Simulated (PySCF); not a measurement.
**Correlation energy of B⁺ (boron, charge +1)**

[He] 2s2, closed-shell 1S. Computed with PySCF 2.14 in x2c-TZVPPall with one added diffuse shell each of s, p, d type (6s4p3d1f, 40 functions), with scalar relativity by spin-free X2C-1e. Frozen: nothing; 4 electrons correlated.

```tsv
level	correlation energy (mhartree)
CCSD	-74.82
(T)	-0.26
CCSD(T)	-75.08
CCSDT	-75.09
```

Diagnostics: T1 = 0.0084, D1 = 0.0168, largest double amplitude 0.149.

Cost of the coupled-cluster step: about 0.14 core-seconds, for 4 correlated electrons.

This basis was not built for core-valence correlation, so the inner-shell part is incomplete.
